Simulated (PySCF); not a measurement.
Species: C₅HF₂O₃ (charge -1).
SMILES: `O=C([O-])c1cc(F)c(F)o1`

Computed, not measured: PBE0-D3(BJ)/def2-SVP geometry optimisation, gas phase in PySCF 2.14.0.

Take the most abundant isotopes and a rigid rotor. 

Task: Give the principal moments of inertia and the rotational constants in MHz.

Result: Ia = 178.50, Ib = 575.67, Ic = 754.17 u·Å²; 505379 MHz·u·Å²/I gives A = 2831, B = 877.9, C = 670.1 MHz.

Task: What kind of rotor is it?

Result: An asymmetric top: κ = (2 × 877.9 − 2831 − 670.1)/(2831 − 670.1) = -0.81.

Task: What does the inertial defect say?

Result: Planar: Δ = Ic − Ia − Ib = 0.00 u·Å². For a rigid frame Δ = −2 Σ m c², so it vanishes when all atoms lie in the ab plane; here none is more than 0.01 Å from it.

Task: Give the coordinates in the principal-axis frame, origin at the centre of mass.

Result: The sense of each axis is arbitrary; atoms in the order of the calculation.
```tsv
atom	mass (u)	a (Å)	b (Å)	c (Å)
O1	15.995	-2.811	1.140	-0.001
C2	12.000	-2.267	0.021	0.000
O3	15.995	-2.729	-1.127	-0.002
C4	12.000	-0.736	0.123	0.002
C5	12.000	0.085	1.218	0.002
C6	12.000	1.418	0.717	0.000
F7	18.998	2.556	1.417	-0.002
C8	12.000	1.307	-0.640	0.001
F9	18.998	2.214	-1.600	-0.001
O10	15.995	0.036	-1.015	0.003
H11	1.008	-0.268	2.245	0.001
```

Task: Where do the levels up to J = 2 lie, in K?

Result: Above 0(0,0), as E/k:
J = 1: 1(0,1) 0.074, 1(1,1) 0.168, 1(1,0) 0.178
J = 2: 2(0,2) 0.222, 2(1,2) 0.307, 2(1,1) 0.337, 2(2,1) 0.618, 2(2,0) 0.619
Those of J = 1 are B + C, A + C and A + B.

Task: Which lines would a microwave search look for?

Result: The dipole components (about the centre of mass, as the species is charged) are |μa| = 9.00 D, |μb| = 0.47 D, |μc| = 0.00 D; the mirror of this Cs structure is the ab plane, so μc vanishes by symmetry (the 0.01 D computed is a residue) and there are no c-type lines. Intensities carry the squares of the components, which stand as 1.00 : 0.00 (a : b). Some lines, for components of 0.1 D or more:

```json
{"type": "a", "branch": "Q", "J(Ka,Kc)": "2(1,1) ← 2(1,2)", "MHz": "623", "lower level (cm⁻¹)": "0.213"}
{"type": "b", "branch": "R", "J(Ka,Kc)": "2(0,2) ← 1(1,1)", "MHz": "1127", "lower level (cm⁻¹)": "0.117"}
{"type": "a", "branch": "R", "J(Ka,Kc)": "1(0,1) ← 0(0,0)", "MHz": "1548", "lower level (cm⁻¹)": "0.000"}
{"type": "b", "branch": "Q", "J(Ka,Kc)": "1(1,0) ← 1(0,1)", "MHz": "2161", "lower level (cm⁻¹)": "0.052"}
{"type": "b", "branch": "Q", "J(Ka,Kc)": "2(1,1) ← 2(0,2)", "MHz": "2385", "lower level (cm⁻¹)": "0.154"}
{"type": "a", "branch": "R", "J(Ka,Kc)": "2(1,2) ← 1(1,1)", "MHz": "2888", "lower level (cm⁻¹)": "0.117"}
{"type": "a", "branch": "R", "J(Ka,Kc)": "2(0,2) ← 1(0,1)", "MHz": "3080", "lower level (cm⁻¹)": "0.052"}
{"type": "a", "branch": "R", "J(Ka,Kc)": "2(1,1) ← 1(1,0)", "MHz": "3304", "lower level (cm⁻¹)": "0.124"}
{"type": "b", "branch": "R", "J(Ka,Kc)": "1(1,1) ← 0(0,0)", "MHz": "3501", "lower level (cm⁻¹)": "0.000"}
{"type": "b", "branch": "R", "J(Ka,Kc)": "2(1,2) ← 1(0,1)", "MHz": "4842", "lower level (cm⁻¹)": "0.052"}
{"type": "b", "branch": "Q", "J(Ka,Kc)": "2(2,1) ← 2(1,2)", "MHz": "6483", "lower level (cm⁻¹)": "0.213"}
{"type": "b", "branch": "R", "J(Ka,Kc)": "2(2,1) ← 1(1,0)", "MHz": "9164", "lower level (cm⁻¹)": "0.124"}
{"type": "b", "branch": "R", "J(Ka,Kc)": "2(2,0) ← 1(1,1)", "MHz": "9387", "lower level (cm⁻¹)": "0.117"}
```

Task: Estimate the classical rotational partition function at 10 K, 200 K and 500 K.

Result: Point group Cs, symmetry number σ = 1; q = (√π/σ)·√((kT/h)³/(ABC)), k/h = 20836.6 MHz/K: 4130 at 10 K, 369000 at 200 K, 1460000 at 500 K.

No PBE0-D3(BJ)/def2-SVP frequencies stand behind this structure, so it isn't proved a minimum. The geometry's basis has no diffuse functions, a weakness for an anion. No vibrational averaging or centrifugal distortion is included, and the geometry carries the error of its method.

Shape of the structure used: `[O:1]=[C:2]([O-:3])[c:4]1[cH:5][c:6]([F:7])[c:8]([F:9])[o:10]1`: O1–C2–C4–C5 0°.
